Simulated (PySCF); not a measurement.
Static response to an electric field

Species: C₆H₉Si (charge +1).
Geometry (GFN2-xTB, Å), atoms numbered from 1 in this order:
```xyz
16
C6H9Si angstrom
C      2.3360    2.0208    0.7367
C      1.7950    1.0870    0.2103
C      1.1386   -0.0057   -0.4176
C      1.7876   -0.7938   -1.2862
Si    -0.6698   -0.2200    0.0715
C     -2.0057    0.4233   -1.0872
C     -1.0629   -1.0513    1.7127
H      2.8384    2.8300    1.1799
H      2.8241   -0.6152   -1.5208
H      1.3151   -1.6270   -1.7772
H     -2.3088   -0.3424   -1.8017
H     -2.9007    0.7258   -0.5429
H     -1.6585    1.2814   -1.6657
H     -1.2001   -2.1254    1.5849
H     -0.2565   -0.9163    2.4356
H     -1.9794   -0.6622    2.1562
```

Level: PBE0/def2-SVPD (PySCF), static field, nuclei fixed, core orbitals frozen in the response. The polarisability tensor in these axes (au):

```
x   100.70  11.60   0.19
y    11.60  91.22  10.64
z     0.19  10.64  87.25
```

Question: What are the eigenvalues, a third of the trace, and Δα (Δα² = ½Σ(αi − αj)² over the three pairs)?

Answer: Principal values 75.94, 92.91 and 110.33 au; mean 93.06 au = 13.79 Å³ = 15.34 × 10⁻⁴⁰ C²·m²/J; Δα = 29.78 au (32 % of the mean).

Question: Along which axes do the principal values lie, and how far do the nuclei extend along each?

Answer: Largest value along (0.74, 0.61, 0.29), where the nuclei span 6.59 Å; middle along (-0.59, 0.39, 0.71), 5.43 Å; least along (-0.32, 0.69, -0.65), 4.62 Å. The response follows the extents in order.

Question: Rayleigh depolarisation ratio (linearly polarised light, static tensor)?

Answer: ρ = 3Δα²/(45ᾱ² + 4Δα²) = 2660.5/(389712 + 3547.4) = 0.00677.

Question: Traceless (Buckingham) quadrupole moment about the centre of nuclear charge: eigenvalues?

Answer: -9.40, -2.02, 11.42 D·Å. The values depend on the origin, since the species is charged. The electronic extent ⟨r²⟩ about the same centre is 1084 bohr², a root-mean-square distance of 2.29 Å for the 58 electrons.

Question: Form Σ f/ω² (atomic units) for the 8 lowest TDDFT singlets, given as eV and f, and set it beside the mean polarisability, which is this sum over all singlets: 2.62, 0.0018; 3.46, 0.0390; 4.93, 0.0025; 4.95, 0.0022; 5.30, 0.0472; 5.39, 0.1388; 5.60, 0.0148; 5.75, 0.0037.

Answer: They add up to 7.95 au, 8.5 % of the 93.06 au; the largest single term is 3.53 au, from the state at 5.39 eV. Terms in order: 0.19, 2.41, 0.08, 0.07, 1.24, 3.53, 0.35, 0.08 au. Higher excitations give the rest. The strengths listed sum to 0.250.

Geometry: GFN2-xTB; no solvent, vibrations or thermal averaging.
